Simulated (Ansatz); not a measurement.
Relaxation of CH4BClSi (8 atoms, charge 0, multiplicity 1), to a largest force component of 0.02 eV/Å in at most 50 steps.

Computed with Ansatz, RKS B3LYP/STO-3G.

```xyz
8
Properties=species:S:1:pos:R:3:forces:R:3
C -0.019 1.503 -0.302 1.03 -3.60 3.01
B 0.378 0.014 -0.115 -1.01 5.01 -1.68
Si 0.148 -1.660 0.561 0.52 0.93 -0.16
Cl -0.905 -3.042 -0.541 -0.66 -0.74 -0.27
H 1.036 0.333 -1.028 1.47 -2.44 -0.27
H -0.410 1.980 0.598 -1.14 0.45 0.26
H 0.763 2.150 -0.705 -0.24 0.33 -0.89
H 0.877 -2.462 1.536 0.03 0.06 0.00
```

Task: Where does it end, and by what steps?

Result: The run converged. Limits of this set-up: minimal basis. After 15 steps the energy has fallen by 3.337 eV; H8 moved furthest, 1.50 Å.

| step | energy less start (eV) | largest force component (eV/Å) | accepted |
| --- | --- | --- | --- |
| 0 | 0.0000 | 5.012 | yes |
| 1 | -1.3546 | 4.271 | yes |
| 2 | -2.0823 | 3.137 | yes |
| 3 | -2.3880 | 1.514 | yes |
| 4 | -2.6450 | 0.697 | yes |
| 5 | -2.7991 | 0.395 | yes |
| 6 | -2.9175 | 0.456 | yes |
| 7 | -3.0505 | 0.809 | yes |
| 8 | -3.1661 | 0.737 | yes |
| 9 | -3.2326 | 0.837 | yes |
| 10 | -3.3161 | 0.372 | yes |
| 11 | -3.3316 | 0.478 | yes |
| 12 | -3.3356 | 0.066 | yes |
| 13 | -3.3189 | 0.360 | no |
| 14 | -3.3359 | 0.085 | yes |
| 15 | -3.3365 | 0.016 | yes |

```xyz
8
Properties=species:S:1:pos:R:3
C 0.352 1.272 0.076
B 0.389 0.109 -0.771
Si 0.075 -1.387 0.290
Cl -0.029 -3.401 -0.266
H 0.573 0.062 -1.917
H 0.174 1.269 1.164
H 0.503 2.297 -0.301
H -0.168 -1.403 1.728
```

Whether the end is a true minimum wasn't checked by a vibrational analysis.

Run time: 37 s on 1 CPU thread of a shared host.
